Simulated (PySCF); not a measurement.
CF$_{2}$, quintet, at a GFN2-xTB geometry of the parent state (a higher spin typed on purpose: for a closed-shell molecule this is an excited state); MP2/3-21G in PySCF.

Here is a job for PySCF.
```python
from pyscf import gto, scf, mp

mol = gto.Mole()
mol.atom = '''
    F    -1.125815   -0.208273    0.036278
    C    -0.016225    0.506140    0.034832
    F     1.136632   -0.129154   -0.059499
'''
mol.basis = '3-21g'
mol.charge = 0
mol.spin = 4
mol.verbose = 4
mol.build()

mf = scf.UHF(mol)
mf.kernel()

pt = mp.MP2(mf)
pt.kernel()
print('E(MP2) = %.10f' % pt.e_tot)
mf.analyze()
```

**Question.** Write the output that PySCF gives for this input, abridged.

**Answer.** 
```
PySCF version 2.14.0

[INPUT] verbose = 4
[INPUT] num. atoms = 3
[INPUT] num. electrons = 24
[INPUT] charge = 0
[INPUT] spin (= nelec alpha-beta = 2S) = 4
[INPUT] symmetry False subgroup None
[INPUT] Mole.unit = angstrom
[INPUT] Symbol           X                Y                Z      unit          X                Y                Z       unit  Magmom
[...]
nuclear repulsion = 62.2236218902339
number of shells = 15
number of NR pGTOs = 45
number of NR cGTOs = 27
basis = 3-21g
ecp = {}

******** <class 'pyscf.scf.uhf.UHF'> ********
method = UHF
initial guess = minao
damping factor = 0
level_shift factor = 0
DIIS = <class 'pyscf.scf.diis.CDIIS'>
diis_start_cycle = 1
diis_space = 8
diis_damp = 0
SCF conv_tol = 1e-09
SCF conv_tol_grad = None
SCF max_cycles = 50
direct_scf = True
direct_scf_tol = 1e-13
number electrons alpha = 14  beta = 10
Set gradient conv threshold to 3.16228e-05
init E= -235.427108083236

cycle= 1 E= -234.747735777571  delta_E= 0.679  |g|= 0.313  |ddm|= 3.25

cycle= 2 E= -234.815235237981  delta_E= -0.0675  |g|= 0.0976  |ddm|= 0.52

cycle= 3 E= -234.822649386214  delta_E= -0.00741  |g|= 0.0311  |ddm|= 0.112

cycle= 4 E= -234.82384957167  delta_E= -0.0012  |g|= 0.00812  |ddm|= 0.0759
cycle= 5 E= -234.823949705442  delta_E= -0.0001  |g|= 0.00421  |ddm|= 0.0183
cycle= 6 E= -234.823974817237  delta_E= -2.51e-05  |g|= 0.00242  |ddm|= 0.00629
cycle= 7 E= -234.823996855752  delta_E= -2.2e-05  |g|= 0.00171  |ddm|= 0.0062
cycle= 8 E= -234.824018354632  delta_E= -2.15e-05  |g|= 0.000996  |ddm|= 0.00883
cycle= 9 E= -234.824027904787  delta_E= -9.55e-06  |g|= 0.000248  |ddm|= 0.00956
cycle= 10 E= -234.824028164103  delta_E= -2.59e-07  |g|= 5.06e-05  |ddm|= 0.00161
cycle= 11 E= -234.824028168899  delta_E= -4.8e-09  |g|= 2.45e-05  |ddm|= 0.000156
cycle= 12 E= -234.82402817133  delta_E= -2.43e-09  |g|= 3.58e-05  |ddm|= 7.83e-05
cycle= 13 E= -234.824028171327  delta_E= 3.01e-12  |g|= 3.63e-05  |ddm|= 2.55e-06
cycle= 14 E= -234.824028170953  delta_E= 3.74e-10  |g|= 3.52e-05  |ddm|= 1.31e-05
cycle= 15 E= -234.824028168594  delta_E= 2.36e-09  |g|= 2.57e-05  |ddm|= 9.44e-05
cycle= 16 E= -234.824028166182  delta_E= 2.41e-09  |g|= 5.95e-06  |ddm|= 0.000186
cycle= 17 E= -234.824028166075  delta_E= 1.08e-10  |g|= 9.23e-07  |ddm|= 4.32e-05
Extra cycle  E= -234.824028166076  delta_E= -1.53e-12  |g|= 6.65e-07  |ddm|= 1.94e-06
converged SCF energy = -234.824028166076  <S^2> = 6.0148638  2S+1 = 5.005942

******** <class 'pyscf.mp.ump2.UMP2'> ********
nocc = (np.int64(14), np.int64(10)), nmo = (27, 27)
E(UMP2) = -235.108859992902  E_corr = -0.284831826825597
E(SCS-UMP2) = -235.091068940947  E_corr = -0.267040774870619
E_corr(same-spin) = -0.0862585584462655
E_corr(oppo-spin) = -0.198573268379331
E(MP2) = -235.1088599929
**** SCF Summaries ****
Total Energy =                        -234.824028166076346
Nuclear Repulsion Energy =              62.223621890233858
One-electron Energy =                 -450.204706247930062
Two-electron Energy =                  153.157056191619859
Two-electron Coulomb Energy =          178.421722201026341
DFT Exchange-Correlation Energy =      -25.264666009406483
**** MO energy ****
                             alpha | beta                alpha | beta
[...]
To work with the spin densities directly, `use mulliken_meta_spin()` only printing them here.

 ** Mulliken spin pop alpha/beta on meta-lowdin orthogonal AOs **
 ** Mulliken Spin Density (per AO)  **
spin_pop of  0 F 1s       -0.00000
spin_pop of  0 F 2s        0.05157
spin_pop of  0 F 3s        0.00125
spin_pop of  0 F 2px       0.44157
spin_pop of  0 F 2py       0.26724
spin_pop of  0 F 2pz       0.04726
spin_pop of  0 F 3px       0.00109
spin_pop of  0 F 3py       0.00066
spin_pop of  0 F 3pz       0.00071
spin_pop of  1 C 1s       -0.00002
spin_pop of  1 C 2s        0.70140
spin_pop of  1 C 3s        0.01297
spin_pop of  1 C 2px      -0.04581
spin_pop of  1 C 2py       0.78648
spin_pop of  1 C 2pz       0.90768
spin_pop of  1 C 3px       0.00223
spin_pop of  1 C 3py       0.01195
spin_pop of  1 C 3pz       0.00044
spin_pop of  2 F 1s       -0.00000
spin_pop of  2 F 2s        0.05157
spin_pop of  2 F 3s        0.00125
spin_pop of  2 F 2px       0.41219
spin_pop of  2 F 2py       0.29929
spin_pop of  2 F 2pz       0.04459
spin_pop of  2 F 3px       0.00120
spin_pop of  2 F 3py       0.00054
spin_pop of  2 F 3pz       0.00072
 ** Mulliken Spin Density (per atom)  **
spin density of  0 F =      0.81135
spin density of  1 C =      2.37731
spin density of  2 F =      0.81134
 ** Mulliken pop alpha/beta on meta-lowdin orthogonal AOs **
 ** Mulliken pop       alpha | beta **
[...]
In total            14.00000 | 10.00000
 ** Mulliken atomic charges   ( Nelec_alpha | Nelec_beta ) **
charge of  0F =      0.05466  (     4.87835      4.06700 )
charge of  1C =     -0.10931  (     4.24331      1.86600 )
charge of  2F =      0.05466  (     4.87834      4.06700 )
Dipole moment(X, Y, Z, Debye): -0.02476,  0.77222,  0.05314
```
